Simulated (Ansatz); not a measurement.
Reaction (SMILES): ClC(Cl)(Br)Br + 4 [H][H] (H2) → 2 Br (HBr) + C (CH4) + 2 Cl (HCl)
Structures are relaxed separately at B3LYP-D3(BJ)/def2-TZVP in Ansatz (a quantum-chemistry and plane-wave program).
Geometry of the first species:
```xyz
5

Cl    -1.6471    -0.8115    -0.8749
C     -0.3582    -0.1429     0.1386
Cl    -0.8472    -0.1836     1.8400
Br    -0.0029     1.7122    -0.3951
Br     1.2759    -1.2044    -0.0974
```
Charge 0, spin multiplicity 1.

Wanted: energy of full hydrogenation (electronic energy difference), in kcal/mol. Valence correlation only, unless marked. No spin-orbit coupling. Frozen are the shells of the preceding noble gas and the d and f shells that filled before the atom's block. No relativistic terms. CBS(X,Y): correlation extrapolated as X^-3; Hartree-Fock from the larger set.

```
level                                        program  energy of full hydrogenation (kcal/mol)
------------------------------------  --------------  ---------------------------------------
PBE/def2-TZVPD                                Ansatz                                    -91.3
revPBE/def2-TZVPD                             Ansatz                                      [?]
B3LYP/def2-TZVPD                              Ansatz                                   -101.6
PBE0-D4/def2-TZVPD                    Ansatz + dftd4                                    -95.5
r2SCAN0-D4/def2-TZVPD                 Ansatz + dftd4                                    -98.1
r2SCAN0/def2-TZVPD                            Ansatz                                    -99.5
SCS-MP2/def2-SVP                              Ansatz                                   -104.0
SCS-MP2/def2-QZVPP                            Ansatz                                    -92.8
CCSD/def2-TZVPP                               Ansatz                                   -104.9
CCSD(T)/CBS(def2-TZVPPD,def2-QZVPPD)          Ansatz                                    -95.7
```

Question: Complete the blanks.

Answer: 
- revPBE/def2-TZVPD, energy of full hydrogenation (kcal/mol): -93.1
